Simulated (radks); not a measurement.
The numbers below are computed, except where a source is named.
Species: Er8+. Configuration: [Kr] 4d10 4f10 5s2 5p2 (the NIST ground configuration).

Code: a radial shooting solver on a logarithmic mesh with Libxc functionals. Model: Dirac Kohn-Sham, BLYP, spin-unpolarised, spherical densities, finite nucleus; open shells fill j = l - 1/2 first; Fermi nuclear charge, rms radius 5.2516 fm.

Energy parts (hartree):
part                       energy
total                 -13081.2088
kinetic                14438.4618
electron-nucleus      -32080.4102
Hartree                 4836.3989
exchange-correlation    -275.6594

Orbitals (lengths in bohr, moments of r in powers of bohr; r(90%) holds 90 % of the orbital's charge):
orbital	occ.	eigenvalue (hartree)	r(90%)	small-component weight
1s1/2	2	-2110.575	0.0369	6.48e-02
2s1/2	2	-358.3693	0.134	1.45e-02
2p1/2	2	-341.6327	0.118	1.45e-02
2p3/2	4	-307.9248	0.128	1.33e-02
3s1/2	2	-83.99306	0.330	4.66e-03
3p1/2	2	-76.63583	0.323	4.60e-03
3p3/2	4	-69.55652	0.342	4.27e-03
3d3/2	4	-56.95007	0.314	4.15e-03
3d5/2	6	-55.40256	0.319	4.05e-03
4s1/2	2	-20.35494	0.729	1.51e-03
4p1/2	2	-17.40953	0.750	1.42e-03
4p3/2	4	-15.80489	0.795	1.30e-03
4d3/2	4	-10.94433	0.859	1.12e-03
4d5/2	6	-10.65005	0.874	1.09e-03
4f5/2	6	-4.72893	1.13	7.38e-04
4f7/2	4	-4.68145	1.14	7.25e-04
5s1/2	2	-6.11552	1.63	3.77e-04
5p1/2	2	-5.19552	1.76	3.28e-04
5p3/2	0	-4.90625	1.85	3.02e-04
5d3/2	0	-3.54543	2.22	2.20e-04
5d5/2	0	-3.50240	2.25	2.16e-04
6s1/2	0	-2.90465	3.08	1.39e-04

The highest occupied level is 4f7/2 at -127.39 eV. The configuration is held as typed, so some empty levels lie below it. For comparison, the ionisation energy in NIST's Atomic Spectra Database is 158 eV (theoretical). In exact Kohn-Sham theory the highest level is minus the ionisation energy, but local and semilocal functionals leave it too shallow, through self-interaction and a potential that decays too fast; potentials with the right tail come closer.

Beside tabulated values, note that spin-unpolarised runs miss the spin-polarisation part of the exchange energy of open shells.
